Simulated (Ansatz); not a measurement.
Reaction (hydrogen abstraction from a Ga–H bond): `[CH3][GaH][SiH3]` + F• → `[CH3][Ga][SiH3]`• + H–F

Program: Ansatz. Geometries: PBE0-D4/def2-TZVP. ΔE: electronic, gas phase. CBS: MP2 limit from def2 TZ/QZ plus the TZ coupled-cluster correction, frozen cores. This one scheme is used for every species, atoms too. Functionals use def2-TZVPP. Open shells (•) are unrestricted, without spin–orbit coupling. Spin–orbit coupling would lower the free atoms: a little for F. For Ga outer-core shells are correlated without core-valence functions, so the limit isn't a true one: a few kJ/mol of doubt a bond, and 10 to 20 or more in all where bonds break to atoms. Scalar relativity is left out up to krypton.

(1) Is it downhill or uphill in electronic energy at CCSD(T)/CBS, and by how much? (An estimate is asked.)

(2) What do these levels give: r2SCANh-D4, BHLYP-D4, CAM-B3LYP-D4, BHLYP, RPA@PBE/def2-TZVPP, SCS-MP2/def2-QZVPP? (An estimate is asked.)

Largest T1 diagnostic among the species: 0.014.

Answers

(1) Ansatz gave: Downhill: ΔE = -2.51 eV.

(2) Ansatz gave: r2SCANh-D4 -2.45, BHLYP-D4 -2.15, CAM-B3LYP-D4 -2.46, BHLYP -2.18, RPA@PBE/def2-TZVPP -2.08, SCS-MP2/def2-QZVPP -2.54 eV.

From r2SCAN to r2SCAN0 (25 % exact exchange), in def2-TZVPP and without D4, ΔE moves by +0.17 eV. Leaving LDA and LC-ωPBE aside and taking each functional with its dispersion term where it has one, the values, not all of them listed here, spread over 0.60 eV, from PBE-D4 to BHLYP-D4. LDA lies −0.44 eV from PBE without D4.
